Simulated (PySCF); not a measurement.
PySCF job for trans-dichloroethylene (C₂H₂Cl₂), SMILES Cl/C=C/Cl, PBE0/pcJ-1. Geometry optimised at TPSSh-D3(BJ)/def2-SVP.

```python
import numpy as np
from pyscf import gto, scf, dft
from pyscf.prop.ssc import rks as ssc

mol = gto.M(
    atom='''
    Cl   -0.05051980    2.15761351    0.00000000
    C     0.44574446    0.49773990    0.00000000
    C    -0.44574446   -0.49773990    0.00000000
    Cl    0.05051980   -2.15761351    0.00000000
    H     1.52562745    0.34205512    0.00000000
    H    -1.52562745   -0.34205512    0.00000000
    ''',
    basis='pcJ-1',
    charge=0,
    spin=0,
    max_memory=1600,
    verbose=3,
)
mf = dft.RKS(mol, xc='pbe0')
mf.grids.level = 3
mf.conv_tol = 1e-10
mf.max_cycle = 100
mf.kernel()
j = ssc.SSC(mf)
j.with_fcsd = True
j.max_cycle_cphf = 80
j.conv_tol = 1e-7
e11 = j.kernel()
```

Program output:

```
converged SCF energy = -991.559482535052
Reduced spin-spin coupling constant K (Hz)
               #0        #1        #2        #3        #4
        0 Cl   0.00000
        1 C  -46.96595   0.00000
        2 C    4.52446  52.27572   0.00000
        3 Cl -15.50501   4.51006 -46.88481   0.00000
        4 H    2.71199  25.61207  -0.07059   0.42554   0.00000
        5 H    0.42553  -0.07057  25.61206   2.71199   0.44647
               #5
        5 H    0.00000
Spin-spin coupling constant J (Hz)
               #0        #1        #2        #3        #4
        0 Cl   0.00000
        1 C  -36.15090   0.00000
        2 C    3.48259 103.16768   0.00000
        3 Cl  -4.65479   3.47151 -36.08844   0.00000
        4 H    8.30002 200.97575  -0.55391   1.30236   0.00000
        5 H    1.30233  -0.55379 200.97571   8.30004  13.92987
               #5
        5 H    0.00000
```

Self-consistency was reached.

Cost: roughly 3 core-minutes.
